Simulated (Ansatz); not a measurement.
AuBrF₃P (`F[P+](F)(F)[Au-][Br]`), relaxed with RKS PBE0-D4/def2-TZVP in Ansatz 0.2.0 from a GFN2-xTB geometry. The force threshold is 0.005 eV/Å; the program also tests the step.

The species carries charge 0 and has multiplicity 1. Au takes the def2 core potential.

Start:

```xyz
6

F     0.410   -0.138   -1.997
P     0.598   -0.002   -0.438
F     1.493    1.294   -0.500
F     1.799   -1.019   -0.336
Au   -1.211   -0.063    0.942
Br   -3.089   -0.071    2.330
```

(1) By how much does the energy fall, and how many steps does the optimiser take? (An estimate is asked.)

(2) Which bonds change most? (Best estimate.)

(3) Give the relaxed structure. (Best estimate.)

Results:

(1) Ansatz gave: 4.96 kcal/mol, in 5 steps.

(2) Computed: P2–Au5 from 2.277 to 2.181 Å; Au5–Br6 from 2.335 to 2.372 Å; P2–F4 from 1.577 to 1.543 Å; F1–P2 from 1.576 to 1.543 Å.

(3) The calculation gave: 
```xyz
6

F     0.364   -0.145   -1.976
P     0.605    0.020   -0.461
F     1.465    1.301   -0.469
F     1.709   -1.037   -0.253
Au   -1.129   -0.038    0.861
Br   -3.014   -0.101    2.299
```
